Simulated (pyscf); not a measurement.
PySCF, gas phase, ωB97X-D3(BJ)/def2-SVP geometries. Singlets are restricted, triplets unrestricted.

Singlet (Å):
```xyz
15

C      0.2697    -0.0421     1.6105
C      0.2064     0.5105     0.1774
C      1.0115     1.8104     0.0711
C     -1.2530     0.7528    -0.2272
Ge     0.9982    -0.9323    -0.9716
H      1.3092    -0.1672     1.9546
H     -0.2353     0.6476     2.3121
H     -0.2419    -1.0178     1.7051
H      2.0529     1.6709     0.4018
H      1.0337     2.1979    -0.9626
H      0.5585     2.5998     0.7000
H     -1.3308     1.1286    -1.2612
H     -1.8513    -0.1719    -0.1676
H     -1.7267     1.5007     0.4349
H      2.4660    -0.7504    -0.3708
```

Triplet (Å):
```xyz
15

C      1.4164     0.5499     0.2459
C     -0.0748     0.4170    -0.0823
C     -0.4925     1.4339    -1.1451
C     -0.9205     0.5730     1.1864
Ge    -0.3735    -1.4509    -0.7797
H      1.6125     1.5458     0.6855
H      1.7442    -0.2059     0.9779
H      2.0411     0.4468    -0.6546
H     -0.3311     2.4592    -0.7662
H     -1.5584     1.3347    -1.4043
H      0.0967     1.3198    -2.0687
H     -1.9965     0.4882     0.9700
H     -0.7392     1.5684     1.6334
H     -0.6638    -0.1832     1.9460
H      0.0056    -2.6149     0.1807
```

### Question
For these two minima of H₃C–C(CH₃)(CH₃)–GeH:, which spin state lies lower at ωB97X-D3(BJ)/def2-TZVP, and by how much (electronic energies)?

### Answer
The singlet, by 27.4 kcal/mol. Zero-point energy shifts E(triplet) − E(singlet) by +0.2 kcal/mol. The 7 functionals that were run give +18.5 (r²SCAN) to +27.4 kcal/mol (ωB97X-D3(BJ)). Other isomers of H₃C–C(CH₃)(CH₃)–GeH: [singlet] were not searched in full and may lie lower. 

E(triplet) − E(singlet) by level (kcal/mol):

```json
[
 {"level": "ωB97X-D3(BJ)/def2-TZVP", "gap": "+27.4"},
 {"level": "PBE/def2-TZVP", "gap": "+22.8"},
 {"level": "r²SCAN/def2-TZVP", "gap": "+18.5"},
 {"level": "B3LYP-D3(BJ)/def2-TZVP", "gap": "+25.8"},
 {"level": "PBE0-D3(BJ)/def2-TZVP", "gap": "+21.4"},
 {"level": "M06-2X/def2-TZVP", "gap": "+19.7"},
 {"level": "ωB97M-D3(BJ)/def2-TZVP", "gap": "+26.9"},
 {"level": "HF/def2-TZVP", "gap": "+9.8"}
]
```

The triplet is the lowest one reached from the SCF start used. Elements up to Kr have no core potential and no relativistic terms here.
